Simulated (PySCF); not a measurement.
GaCl2I, SMILES [Cl][Ga]([Cl])[I].

Coordinates come from a B3LYP-D3(BJ)/def2-SVP optimisation. The def2 effective core potentials stand for the cores of I; spin–orbit coupling is left out.

Level of theory: M06-2X/def2-TZVP in PySCF.

Isolated molecule, no solvent.

```yaml
total_energy: -3143.05752 hartree
point_group: C2v
highest_occupied_level: -9.46 eV
lowest_empty_level: -1.51 eV
orbital_gap: 7.96 eV
dipole_moment: 0.97 D
quadrupole, principal values (traceless, Buckingham form, about the centre of nuclear charge): -4.54, -0.85, 5.39 D·Å
mean_static_polarisability: 80.7 bohr³ (11.96 Å³)
polarisability_principal_values: 55.9, 82.4, 103.8 bohr³
```
